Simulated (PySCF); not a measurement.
GaF3, SMILES [F][Ga]([F])[F].

Geometry: PBE0-D3(BJ)/def2-SVP. The isomer is the one that the SMILES or the coordinates give; other isomers of the formula were not compared.

All values below come from PBE0-D3(BJ)/def2-SVP (PySCF).

Frequencies are harmonic and unscaled.

Modes within 1.5 cm⁻¹ of each other (mostly degenerate sets) share a row, with their intensities summed.

Question: Give all harmonic wavenumbers and intensities. (An estimate is asked for; the answer gives what the named calculation found.)

Answer: 
```json
[
 {"mode": "1–2", "ν (cm⁻¹)": "187", "IR (km/mol)": "62.4", "Raman (Å⁴/amu)": "1.6", "depolarisation": "0.75", "moving atoms (share of kinetic energy)": "F 84 %, Ga 16 %"},
 {"mode": "3", "ν (cm⁻¹)": "203", "IR (km/mol)": "60.4", "Raman (Å⁴/amu)": "0.0", "depolarisation": "–", "moving atoms (share of kinetic energy)": "F 55 %, Ga 45 %"},
 {"mode": "4", "ν (cm⁻¹)": "681", "IR (km/mol)": "0.0", "Raman (Å⁴/amu)": "8.7", "depolarisation": "0.06", "moving atoms (share of kinetic energy)": "F 100 %"},
 {"mode": "5–6", "ν (cm⁻¹)": "777", "IR (km/mol)": "162.3", "Raman (Å⁴/amu)": "2.9", "depolarisation": "0.75", "moving atoms (share of kinetic energy)": "F 71 %, Ga 29 %"}
]
```
